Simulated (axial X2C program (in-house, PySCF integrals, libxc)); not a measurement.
**BePt: from the spin-free to the two-component result**

Calculated with an in-house all-electron X2C program for linear molecules (integrals from PySCF). Spin-free means the one-electron spin-free X2C Hamiltonian; two-component (2c) means X2C with spin–orbit coupling and atomic mean-field two-electron Coulomb and Gaunt terms, so the difference of the two also holds small scalar two-electron terms. Basis: Pt dyall-cv3z [13s14p9d6f4g], Be dyall-cv3z [8s8p3d1f] (cores contracted in-house); Gaussian nuclei, density fitting, unrestricted open shells. Masses: Pt 194.965 u, Be 9.012 u.

Spin-free state: M_S = 0, Λ = 0 (closed shell); fragments Pt + Be.

```
  level  Re (Å)  ωe (cm⁻¹)  De (eV)  μ (D)
   PBE0   1.870      799.5    3.343   0.99
     HF   1.914      688.1    0.976   0.03
    MP2   1.849      873.2    3.835    n/a
   CCSD   1.875      790.4    2.925    n/a
CCSD(T)   1.880      794.6    3.294    n/a
  B3LYP   1.871      799.4    3.361   1.18
```

Correlated methods: 12 electrons correlated (number of frozen shells: Pt 5 s, 4 p, 2 d, 1 f; Be 1 s), 268 virtual spin orbitals or spinors in MP2, 88 natural virtuals in coupled cluster.

Dipoles are positive if Be is the positive end.

Two-component determinant lowest at the distance of the search:

Ω = 0 (closed shell); fragments Pt + Be.

```tsv
level	Re (Å)	ωe (cm⁻¹)	De (eV)	μ (D)
PBE0	1.871	798.5	3.044	0.98
HF	1.913	692.1	0.632	0.05
MP2	1.850	872.8	3.458	n/a
CCSD	1.875	791.0	2.544	n/a
CCSD(T)	1.881	793.9	2.916	n/a
B3LYP	1.872	797.9	3.015	1.16
```

(1) From the two tables, how do the constants change at the CCSD(T) level (2c against spin-free)?

The state is a single determinant with fixed occupations, the lowest that a limited PBE0 search found. Closed shells are restricted here (equal orbitals for both partners); the stretched side of such a curve lies too high. De is counted from the lowest determinant-based energies of the atoms at the same level, without counterpoise correction. Coupled cluster ran in a truncated set of natural virtual spinors; the MP2 energy of the rest was added. (T) has no such correction and the atoms are truncated less, which lowers De at CCSD(T) by a hundredth of an eV or more. The functionals have no current-density term, which raises determinants with orbital currents, atoms included. The T1 diagnostic is large, a sign of multireference character.

Results:

(1) At the CCSD(T) level Re is unchanged within 0.001 Å and ωe decreases by 0.7 cm⁻¹; De changes by -0.378 eV.
